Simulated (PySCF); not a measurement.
These compounds are isomers of formula C5H13NSi2.

A. `C/C=C1\C[C@@H]1N([SiH3])[SiH3]`
B. SMILES C=C/C=C\CN([SiH3])[SiH3]
C. `C=C1[SiH2][SiH2]N1C(C)C`
D. `InChI=1S/C5H13NSi2/c1-2-4-3-5(4)6(7)8/h2,4-5H,1,3H2,7-8H3/t4-,5+/m1/s1`

Spectrum 1. $^{13}$C{$^{1}$H} NMR (computed): δ 146.3 (CH), 120.7 (CH2), 41.5 (CH), 27.2 (CH), 18.3 (CH2).

Spectrum 2. $^{13}$C{$^{1}$H} NMR (computed): δ 156.9 (C), 92.9 (CH2), 47.8 (CH), 21.9 (CH3).

Spectrum 3. $^{13}$C{$^{1}$H} NMR (computed): δ 139.1 (CH), 138.3 (CH), 136.2 (CH), 126.1 (CH2), 50.8 (CH2).

Spectrum 4. $^{13}$C{$^{1}$H} NMR (computed): δ 131.8 (C), 131.3 (CH), 36.6 (CH), 21.1 (CH3), 13.4 (CH2).

PySCF calculation with geometry from GFN2-xTB and GIAO PBE0/pcSseg-1 shieldings; one conformer, non-relativistic, fast rotation and ring inversion assumed for equivalent nuclei, in vacuum.

Chemical shifts δ = σref − σ; TMS for $^{13}$C (σ = 186.93 ppm), all at this level. Shifts are as computed. Against solution values, carbons near 30 ppm lie about +3 ppm off and those near 130 ppm about +5 ppm. Of 1211 compounds with measured shifts, 218 miss one by over three times the rms of a fit or turn the order of signals round; such compounds aren't used in these exercises.

Q: Match each spectrum to its structure.

A: 1–D, 2–C, 3–B, 4–A.

- Spectrum 1 (D): 5 $^{13}$C signals; δC 146.3 is an alkene CH; δC 120.7 is a terminal =CH2 carbon.
- Spectrum 2 (C): 4 $^{13}$C signals; δC 156.9 is an alkene carbon bearing nitrogen; δC 92.9 is a β carbon of an enol-ether or enamine type C=C.
- Spectrum 3 (B): 5 $^{13}$C signals; δC 139.1 is an alkene CH; δC 138.3 is an alkene CH.
- Spectrum 4 (A): 5 $^{13}$C signals; δC 131.8 is a fully substituted alkene carbon; δC 131.3 is an alkene CH.
